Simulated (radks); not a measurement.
Excited configurations of Er II: one electron is placed in a higher orbital outside [Xe] 4f12. The ground configuration is [Xe] 4f12 6s1. Method: scalar-relativistic Kohn-Sham, r2SCAN, spin-polarised, spherical densities, finite nucleus; open shells are filled with parallel spins first (spin-orbit coupling, left out, can overturn this in heavy ions); meta-GGA in the generalised Kohn-Sham scheme; Fermi nuclear charge, rms radius 5.2516 fm; computed with a radial shooting solver on a logarithmic mesh with Libxc functionals. Excitation = E - E(ground); binding = E(ion) - E, where the ion is the core of charge +2; n* = 2/sqrt(2 binding) in atomic units, and the quantum defect is n - n*.

5d: excitation (eV) 2.663; binding (eV) 9.247; quantum defect 2.574; <r> (bohr) 2.941
5f: excitation (eV) 8.504; binding (eV) 3.406; quantum defect 1.003; <r> (bohr) 8.958
6d: excitation (eV) 7.283; binding (eV) 4.627; quantum defect 2.570; <r> (bohr) 7.573
6f: excitation (eV) 9.647; binding (eV) 2.263; quantum defect 1.096; <r> (bohr) 15.41
7p: excitation (eV) 7.584; binding (eV) 4.326; quantum defect 3.453; <r> (bohr) 9.302

The Delta-SCF ionisation energy is 11.910 eV (NIST Atomic Spectra Database: 11.92 eV, semi-empirical). Self-interaction in the functional shifts the binding energies and quantum defects, so they are the method's values and not measured ones. Open shells are spherical and high-spin; term and fine-structure splittings are not resolved. Spin-orbit splitting is averaged out at the scalar-relativistic level.
